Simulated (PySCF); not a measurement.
## Relaxation of singlet H₄WO

Computed with PySCF, PBE0, basis W def2-TZVP with ECP60, O def2-TZVP, H def2-TZVP (scalar-relativistic core potentials, no spin–orbit coupling, density fitting). A (50,194) grid was used.

A hand-made trigonal bipyramidal (ligand arrangement 2) start, of C3v symmetry, held to at least that symmetry:

Coordinates in bohr (charge 0 multiplicity 1):
```
W     0.0000    0.0000    0.2465
O     0.0000    0.0000   -3.0983
H     0.0000    0.0000    3.4401
H     3.1937    0.0000    0.2465
H    -1.5968    2.7658    0.2465
H    -1.5968   -2.7658    0.2465
```

Optimiser trace:
```csv
step,E − E(last) (kJ/mol),largest gradient (Eh/bohr)
0,27.61,0.09974
1,6.28,0.02493
2,0.34,0.00709
3,0.01,0.00087
4,0.00,0.00012
5,0.00,0.00006
```

It ends at C3v with W–H 1.686 Å (×3), W–H 1.870 Å, W–O 1.714 Å; H–W–H 87.0° (×3), H–W–H 119.7° (×3), H–W–O 93.0° (×3), H–W–O 180.0°. A frequency run shows 2 imaginary modes (one degenerate set), down to 652i cm⁻¹, so it is a higher-order saddle point. Other isomers or separated fragments may lie lower.

Final geometry:
Coordinates in bohr (charge 0 multiplicity 1):
```
W     0.0000    0.0000    0.2341
O     0.0000    0.0000   -3.0057
H     0.0000    0.0000    3.7688
H     3.1827    0.0000    0.3994
H    -1.5913    2.7563    0.3994
H    -1.5913   -2.7563    0.3994
```

With an element this heavy the missing spin–orbit coupling can shift these numbers.
